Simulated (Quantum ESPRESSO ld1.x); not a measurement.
The numbers below are computed, except where a source is named.
Problem. The mean radii <r> (bohr) of the occupied orbitals of an atom or ion are listed with their occupations. Code: ld1.x of Quantum ESPRESSO 7.5. Model: scalar-relativistic Kohn-Sham, Wu-Cohen GGA, spin-unpolarised, spherical densities, point nucleus.

| orbital | occ. | <r> |
|---|---|---|
| 1s | 2 | 0.2704 |
| 2s | 1 | 1.382 |
| 2p | 1 | 1.355 |
| 3s | 1 | 4.169 |

Name the element and its charge.

Solution. Z = 6, carbon, charge +1: C+ in [He] 2s1 2p1 3s1. The 1s radius gives Z: for a bare nucleus <r> = (2 gamma + 1)/(2Z) with gamma = sqrt(1 - (Z/c)^2), 0.2498 bohr for Z = 6, and screening makes it slightly larger (0.2704 here). The occupations add up to 5, and the charge is Z minus that.
